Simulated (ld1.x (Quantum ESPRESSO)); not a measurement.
How hard is this Sb (Z = 51) PAW potential?

- Element: antimony
- Generator: ld1.x (Quantum ESPRESSO) 7.5
- Type: PAW
- Functional: LDA (PZ)
- Relativity: scalar-relativistic
- Frozen core: [Ar] 3d10
- Valence charge: 23
- Reference configuration: 4s2 4p6 4d10 5s2 5p3
- Partial waves: 4s (bound): rcut 1.00, rcutus 1.10 bohr; 5s (bound): rcut 1.00, rcutus 1.10 bohr; 4p (bound): rcut 1.30, rcutus 1.35 bohr; 5p (bound): rcut 1.30, rcutus 1.35 bohr; 4d (bound): rcut 1.40, rcutus 1.60 bohr; 4d channel at -1.25 Ry: rcut 1.40, rcutus 1.60 bohr; 4f channel at 0.25 Ry: rcut 1.25, rcutus 1.35 bohr
- Local potential: all-electron potential smoothed inside 0.95 bohr (lloc = -2)
- Core correction: a·sin(br)/r model core inside 0.70 bohr
- Augmentation charge: PSQ, inside the norm-conserving radii

The pseudo-atom Hamiltonian at the reference potential is diagonalised in spherical Bessel functions j_l(qr) that vanish at 20 bohr, with q² up to the cutoff. All-electron valence levels (Ry): 4s -10.9139, 5s -0.9620, 4p -7.4675, 5p -0.3674, 4d -2.4660.

Task: How do the lowest levels (Ry) of each channel move with the cutoff, and are there ghosts?

Result:

| cutoff (Ry) | s #1 | s #2 | s #3 | p #1 | p #2 | d #1 | f #1 | Σ f·Δε (mRy) |
| --- | --- | --- | --- | --- | --- | --- | --- | --- |
| 8 | -8.6371 | -0.5971 | -0.0071 | -4.5527 | -0.1124 | -0.4911 | 0.1109 | 43287.0 |
| 12 | -9.7639 | -0.7661 | -0.0202 | -5.9967 | -0.1800 | -1.2951 | 0.1109 | 23789.3 |
| 18 | -10.5105 | -0.8954 | -0.0302 | -6.9690 | -0.2449 | -2.0682 | 0.1109 | 8277.7 |
| 30 | -10.8545 | -0.9533 | -0.0347 | -7.4140 | -0.2989 | -2.4233 | 0.1109 | 1090.9 |
| 40 | -10.9073 | -0.9605 | -0.0353 | -7.4592 | -0.3199 | -2.4637 | 0.1109 | 232.9 |
| 50 | -10.9131 | -0.9614 | -0.0354 | -7.4662 | -0.3419 | -2.4653 | 0.1109 | 94.9 |
| 60 | -10.9134 | -0.9617 | -0.0354 | -7.4664 | -0.3580 | -2.4655 | 0.1109 | 41.9 |
| 80 | -10.9136 | -0.9619 | -0.0354 | -7.4673 | -0.3669 | -2.4659 | 0.1109 | 5.0 |
| 110 | -10.9139 | -0.9620 | -0.0354 | -7.4675 | -0.3673 | -2.4660 | 0.1109 | 1.6 |
| 140 | -10.9139 | -0.9621 | -0.0354 | -7.4675 | -0.3674 | -2.4660 | 0.1109 | 0.6 |
| 180 | -10.9139 | -0.9621 | -0.0354 | -7.4675 | -0.3674 | -2.4660 | 0.1109 | 0.3 |
| 400 | -10.9140 | -0.9621 | -0.0354 | -7.4675 | -0.3674 | -2.4661 | 0.1109 | 0.0 |

Result: no extra level below or beside the all-electron valence levels (s, p, d, f tested); 10 mRy is reached at 80 Ry and 1 mRy at 140 Ry.

Test run stopped at test 8 of 9 (negative rho).
